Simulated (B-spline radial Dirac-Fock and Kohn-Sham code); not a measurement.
## Photoelectron lines of Ni¹⁶⁺ at Ag Lα (2984.4 eV)

System: Ni¹⁶⁺, configuration [Ne] 3s2.

These are calculated numbers from a radial atomic solver; the model is Dirac-Hartree-Slater photoionisation with all multipoles and Dirac-Fock thresholds. The asymmetry parameter β is from the dipole term alone. Kinetic energies are from the vacuum level.

```
subshell  electrons  binding (eV)  kinetic (eV)  σ (kb)     β
      2s          2        1592.8        1391.6    21.0  2.00
   2p1/2          2        1454.8        1529.6    14.9  1.36
   2p3/2          4        1437.2        1547.2    28.3  1.38
      3s          2         566.8        2417.6    4.63  2.00
```

Branching ratios of the spin-orbit partners (statistical value in brackets): 2p 1.90 (2.00).
